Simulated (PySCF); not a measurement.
Ga(Cl)(GeH3)2, H6ClGaGe2, SMILES [GeH3][Ga]([Cl])[GeH3] at its PBE0/def2-SVP optimised geometry (Å):

```
10

Ga    -1.1761     1.5374     0.0000
Cl    -1.1142     2.4784     1.9614
Ge    -0.3663    -0.7726     0.0000
H      1.1761    -0.7726     0.0000
H     -0.8488    -1.5263     1.2528
H     -0.8390    -1.5374    -1.2523
Ge    -2.0440     2.9850    -1.7727
H     -3.5681     2.7780    -1.8952
H     -1.7783     4.4701    -1.4691
H     -1.4147     2.6328    -3.1354
```

Method: PBE0/def2-TZVP run with PySCF 2.14.0. Cells within 0.4 Å of a nucleus heavier than hydrogen are left out (blank, or x).

Map of the electrostatic potential (hartree/e), clipped to [-0.08, 0.12] on the plane z = 0.0 Å:

```
|000111110000000000000000000|
|001122222111111100000000000|
|001233333333322111000000000|
|011234567777543221100000000|
|012346899999975322110000000|
|112358999999998532110000000|
|123479999999999642111000000|
|123599999xx9999743211000000|
|12369999xxx9999742211000000|
|224699999xx9999642110000000|
|224699999999999532110000000|
|123579999999999532110000000|
|123457999999999842110000000|
|122345799999999997421000000|
|112234599999999999952000000|
|11122359999xxx9999992100000|
|11112359999xxx9999992000000|
|011112479999999999951000000|
|001111259999999997420000000|
|000011135999999842100000000|
|000000112479997421000000000|
|000000001123443210000000000|
|000000000011111100000000000|
|000000000000000000000000000|
|000000000000000000000000000|
|000000000000000000000000000|
|000000000000000000000000000|
```
Scale: ten equal steps from 0.001 (start of '0') to 0.120 (end of '9'), in the order '0123456789'; x runs from -4.00 to 4.00, y from -4.00 (bottom) to 4.00 (top).
